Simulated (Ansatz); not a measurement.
C$_{2}$H$_{5}$NZn. The species carries charge 0 and has multiplicity 1. The bonds changed during the relaxation, so this is another structure than the one it started from.

Z-matrix (Å, degrees):
```
C
N 1 1.438
H 1 1.093 2 109.0
H 1 1.099 2 113.6 3 121.9
H 1 1.093 2 109.0 3 -116.2
C 2 1.257 1 118.8 3 -122.0
H 6 1.098 2 123.2 1 -0.0
H 6 1.090 2 119.2 1 180.0
Zn 2 3.012 1 130.5 3 57.3
```

Q: What are the harmonic wavenumbers in cm⁻¹ at PBE0-D4/def2-TZVP (Ansatz, finite differences of forces, unscaled)? (Estimate.)

A: Ansatz gave: 37, 52, 54, 219, 475, 701, 996, 1073, 1120, 1142, 1243, 1428, 1468, 1470, 1501, 1771, 2998, 3016, 3095, 3115, 3146.

Q: Is this a minimum?

A: Yes, all 21 modes are real.

Q: Give the ideal-gas thermochemistry at 298.15 K and 1 bar (rigid rotor, harmonic oscillator; point group Cs, symmetry number 1).

A: Zero-point energy 180.2 kJ/mol; H(298) − E = 199.4 kJ/mol; entropy 356.5 J/(mol·K), of which translation 167.3, rotation 113.1, vibration 76.1; G(298) − E = 93.1 kJ/mol. Modes under 100 cm⁻¹ are hindered rotations or soft bends, so the harmonic entropy is rough.

Q: And at 400, 500, 600, 800 and 1000 K?

A: 
| T (K) | H − E (kJ/mol) | S (J/mol/K) | G − E (kJ/mol) |
| --- | --- | --- | --- |
| 400 | 208.5 | 382.5 | 55.5 |
| 500 | 218.7 | 405.3 | 16.1 |
| 600 | 230.2 | 426.2 | -25.5 |
| 800 | 256.3 | 463.7 | -114.6 |
| 1000 | 285.7 | 496.4 | -210.7 |
